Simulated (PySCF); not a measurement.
# Atomic charges against the basis set

C5H3FOS.
Bonds: O1–C2 (double), C2–F3, C2–C4, C4–C5 (aromatic), C5–C6 (aromatic), C6–C7 (aromatic), C7–S8 (aromatic), C4–S8 (aromatic). Hydrogens: H9 on C5; H10 on C6; H11 on C7.

PBE0 throughout (PySCF), one geometry, spherical d and f functions. Geometry: PBE0-D3(BJ)/def2-SVP, one conformer, isolated molecule. The first 7 of 11 kinds of atom are listed.

Mulliken charges (e):

| basis | functions | O1 | C2 | F3 | C4 | C5 | C6 | C7 |
| --- | --- | --- | --- | --- | --- | --- | --- | --- |
| cc-pVDZ | 131 | -0.196 | +0.335 | -0.162 | -0.277 | +0.055 | +0.038 | -0.140 |
| def2-SVP | 131 | -0.178 | +0.391 | -0.193 | -0.326 | +0.049 | -0.012 | -0.095 |
| aug-cc-pVDZ | 215 | -0.523 | +0.838 | -0.496 | +0.582 | +0.567 | +0.341 | -0.135 |
| def2-TZVP | 272 | -0.256 | +0.332 | -0.163 | -0.051 | -0.156 | -0.147 | -0.142 |
| cc-pVTZ | 286 | -0.244 | +0.359 | -0.149 | -0.126 | -0.131 | -0.143 | -0.141 |
| IGLO-III | 319 | -0.421 | +0.530 | -0.234 | -0.107 | -0.125 | -0.111 | -0.233 |

IAO charges (e):

| basis | functions | O1 | C2 | F3 | C4 | C5 | C6 | C7 |
| --- | --- | --- | --- | --- | --- | --- | --- | --- |
| cc-pVDZ | 131 | -0.395 | +0.597 | -0.275 | -0.236 | -0.141 | -0.179 | -0.293 |
| def2-SVP | 131 | -0.395 | +0.594 | -0.275 | -0.239 | -0.137 | -0.175 | -0.289 |
| aug-cc-pVDZ | 215 | -0.410 | +0.609 | -0.285 | -0.235 | -0.143 | -0.184 | -0.295 |
| def2-TZVP | 272 | -0.413 | +0.616 | -0.286 | -0.247 | -0.141 | -0.182 | -0.305 |
| cc-pVTZ | 286 | -0.411 | +0.614 | -0.285 | -0.242 | -0.142 | -0.183 | -0.301 |
| IGLO-III | 319 | -0.413 | +0.613 | -0.286 | -0.246 | -0.143 | -0.184 | -0.306 |

Hirshfeld charges (e):

```
      basis  functions      O1      C2      F3      C4      C5      C6      C7
    cc-pVDZ        131  -0.229  +0.201  -0.071  -0.060  -0.048  -0.062  -0.060
   def2-SVP        131  -0.239  +0.209  -0.077  -0.061  -0.050  -0.065  -0.061
aug-cc-pVDZ        215  -0.240  +0.207  -0.081  -0.064  -0.052  -0.068  -0.066
  def2-TZVP        272  -0.242  +0.207  -0.081  -0.061  -0.049  -0.066  -0.063
    cc-pVTZ        286  -0.239  +0.208  -0.078  -0.060  -0.049  -0.065  -0.063
   IGLO-III        319  -0.244  +0.205  -0.082  -0.063  -0.053  -0.069  -0.065
```

Q: Which scheme is steadiest as the basis changes?

A: Largest range over the bases for any column: Hirshfeld 0.01 e, IAO 0.02 e, Mulliken 0.91 e. Hirshfeld and IAO charges move least and Mulliken charges most, counted in e.

Q: How much do the charges still move between the two largest bases, cc-pVTZ and IGLO-III?

A: At most, over all atoms: Mulliken 0.233 e, IAO 0.013 e, Hirshfeld 0.025 e.

Q: What do the same runs give for the total energy, the frontier levels and the dipole moment?

A: 
```json
{"basis": "cc-pVDZ", "energy (Eh)": "-765.0911", "HOMO (eV)": "-7.53", "LUMO (eV)": "-1.87", "μ (D)": "3.98"}
{"basis": "def2-SVP", "energy (Eh)": "-764.6673", "HOMO (eV)": "-7.67", "LUMO (eV)": "-1.98", "μ (D)": "4.09"}
{"basis": "aug-cc-pVDZ", "energy (Eh)": "-765.1156", "HOMO (eV)": "-7.69", "LUMO (eV)": "-2.13", "μ (D)": "4.29"}
{"basis": "def2-TZVP", "energy (Eh)": "-765.2230", "HOMO (eV)": "-7.68", "LUMO (eV)": "-2.08", "μ (D)": "4.26"}
{"basis": "cc-pVTZ", "energy (Eh)": "-765.2112", "HOMO (eV)": "-7.64", "LUMO (eV)": "-2.03", "μ (D)": "4.19"}
{"basis": "IGLO-III", "energy (Eh)": "-765.2240", "HOMO (eV)": "-7.67", "LUMO (eV)": "-2.08", "μ (D)": "4.25"}
```

The dipole is fixed by the density alone, so its range of 0.31 D shows that the density itself changes with the basis, not only its division among atoms.
